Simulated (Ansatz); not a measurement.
Z-matrix (Å, degrees):
```
Si
N 1 1.739
S 1 2.128 2 110.0
H 1 1.481 2 106.5 3 -121.0
H 1 1.491 2 113.3 3 116.7
C 2 1.258 1 124.2 3 -115.9
H 3 1.344 1 94.1 2 -61.0
H 6 1.102 2 124.3 1 -0.2
H 6 1.096 2 120.3 1 179.7
```

Total charge 0; spin multiplicity 1.

Task: List the r2SCAN/def2-TZVPP orbital energies in eV (Ansatz 0.2.0). (An estimate is asked.)

Result: Computed: Occupied: -2409.11, -1791.75, -385.31, -274.86, -213.56, -157.64, -157.55, -157.43, -142.12, -97.01, -96.98, -96.95, -23.87, -19.09, -16.25, -13.70, -11.94, -11.30, -10.34, -9.39, -8.82, -8.13, -6.67, -6.23. Lowest empty: -2.06, -0.07, 0.30, 0.56, 1.44, 1.76, 2.22, 3.32.
